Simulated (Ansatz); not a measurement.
Z-matrix (Å, degrees):
```
C
F 1 1.350
C 1 1.508 2 110.4
F 1 1.354 2 108.0 3 -117.9
H 1 1.094 2 108.3 3 124.2
O 3 1.423 1 106.5 2 69.0
H 3 1.092 1 109.2 2 -171.6
H 3 1.093 1 109.2 2 -51.1
C 6 1.340 3 116.1 1 -176.5
F 9 1.347 6 112.3 3 60.5
F 9 1.349 6 112.2 3 -59.3
C 9 1.548 6 108.6 3 -179.3
F 12 1.326 9 109.6 6 179.8
F 12 1.327 9 110.1 6 60.0
F 12 1.325 9 110.3 6 -60.3
```

The species carries charge 0 and has multiplicity 1.

(1) List the CAM-B3LYP/def2-TZVPP orbital energies in eV (the Gaussian-basis code of Ansatz). (Estimate.)

Results:

(1) Ansatz gave: Occupied: -675.33, -675.31, -675.31, -675.14, -675.13, -674.52, -674.41, -524.75, -286.59, -286.00, -283.92, -281.57, -39.20, -38.09, -37.12, -36.61, -36.55, -36.15, -35.46, -32.94, -25.09, -23.29, -21.24, -20.59, -19.76, -19.39, -19.33, -18.66, -18.49, -17.90, -17.32, -17.03, -15.90, -15.82, -15.69, -15.60, -15.30, -14.92, -14.67, -14.45, -14.17, -14.09, -13.98, -13.91, -13.52, -13.24, -12.63, -11.81, -11.58. Lowest empty: 2.13, 2.49, 2.64, 3.07, 3.65, 3.83, 4.14, 4.32.
